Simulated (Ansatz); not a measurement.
Calculated with Ansatz (gas phase, PBE0-D4/def2-TZVP geometries, no zero-point term in ΔE). CCSD(T)/CBS is the MP2 limit (def2-TZVPP, def2-QZVPP) plus CCSD(T) − MP2 in def2-TZVPP, frozen cores. Functionals use def2-TZVPP. B3LYP here is the variant with VWN-RPA as its local correlation; programs differ in this. For Mg outer-core shells are correlated without core-valence functions, which leaves a few kJ/mol of doubt a bond. One conformer a species, not always the lowest.

Reaction (ligand exchange at the Si–O bond): `[SiH3][O][Mg][SH]` + `CB(C)N` → `CB(C)N[SiH3]` + `[OH][Mg][SH]`

| level | ΔE (kJ/mol) | difference from CCSD(T)/CBS |
| --- | --- | --- |
| PBE-D4 | 76.2 | -7.1 |
| BHLYP-D4 | 85.1 | 1.8 |
| PBE | 80.7 | -2.6 |
| PBE0 | 82.5 | -0.8 |
| B3LYP | 88.6 | 5.3 |
| r2SCAN0 | 84.6 | 1.3 |
| RPA@PBE/def2-TZVPP | 85.0 | 1.7 |
| HF/def2-SVP | 95.0 | 11.7 |
| HF/def2-TZVPP | 96.6 | 13.3 |
| MP2/def2-TZVPP | 81.7 | -1.6 |
| CCSD(T)/CBS | 83.3 | 0 |

Largest T1 diagnostic among the species: 0.011.

The D4 term adds −7.1 kJ/mol with B3LYP and −4.0 kJ/mol with PBE0; it sums over pairs of atoms, weighted by their polarisabilities, and B3LYP, whose exchange is more repulsive, gets the larger term. Leaving LDA and LC-ωPBE aside and taking each functional with its dispersion term where it has one, the values, not all of them listed here, spread over 13.9 kJ/mol, from revPBE-D4 to B97M-V. LDA lies −5.8 kJ/mol from PBE without D4.
